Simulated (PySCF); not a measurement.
Job file and geometry (Å, from PBE0-D3(BJ)/def2-SVP) of an NMR shielding run on `[Br][Mg][Br]`, Br$_{2}$Mg, GIAO PBE0/pcSseg-1 NMR shielding, non-relativistic, gas phase in PySCF 2.14.0, density-fitted response routines; density fitting, a coarse starting grid and PySCF grid level 2 are the driver's defaults:

```
{"job": {"kind": "nmr", "xc": "PBE0", "basis": "pcSseg-1"}, "charge": 0, "multiplicity": 1}
Mg    -0.013409    -0.007749    -0.000257
Br    -0.017569    -0.026199     2.342233
Br     0.030978     0.033948    -2.341976
```

Q: What does the program print?

A: 
```
coarse grid: 20896 points
cycle   1  E = -5347.2348400047  dE = -2.301e+00  |g| = 9.375e-01  |ddm| = 1.939e+00
cycle   2  E = -5347.2527962144  dE = -1.796e-02  |g| = 3.773e-01  |ddm| = 8.480e-01
cycle   3  E = -5347.2717932815  dE = -1.900e-02  |g| = 1.172e-01  |ddm| = 5.265e-01
cycle   4  E = -5347.2760958563  dE = -4.303e-03  |g| = 3.679e-02  |ddm| = 1.811e-01
cycle   5  E = -5347.2762569833  dE = -1.611e-04  |g| = 3.135e-03  |ddm| = 3.088e-02
cycle   6  E = -5347.2762587430  dE = -1.760e-06  |g| = 4.700e-04  |ddm| = 4.154e-03
final grid: 37680 points
cycle   7  E = -5347.2762991794  dE = -3.495e-08  |g| = 4.489e-04  |ddm| = 9.885e-04
cycle   8  E = -5347.2762991882  dE = -8.831e-09  |g| = 4.174e-04  |ddm| = 6.455e-04
cycle   9  E = -5347.2762992048  dE = -1.650e-08  |g| = 1.707e-05  |ddm| = 2.662e-04
cycle  10  E = -5347.2762992048  dE = -8.458e-11  |g| = 3.295e-06  |ddm| = 1.920e-05
converged SCF energy = -5347.2762992048

GIAO shielding tensors (ppm)
atom      isotropic    diamagn.    paramagn.     s11        s22        s33       span
  0 Mg     489.165     708.930    -219.764    374.274    374.289    718.932    344.659
  1 Br    2980.322    3123.589    -143.268   2905.602   2905.677   3129.685    224.083
  2 Br    2980.330    3123.590    -143.259   2905.615   2905.690   3129.685    224.070
```

Q: Turn these shieldings into chemical shifts. Chemical shifts δ = σref − σ; 79Br (σref 2584.45) vs HBr, all at this level.

A: Averaging equivalent atoms: Br 1/2: -396 ppm. No reference was computed at this level for Mg. 

Relativistic effects, spin–orbit coupling among them, are left out; they matter for Br and for the light atoms bonded to it.

Size and cost of the density-fitted run: 98 basis functions, 4 s wall time on 1 thread of an Arm Neoverse V2, shared host.
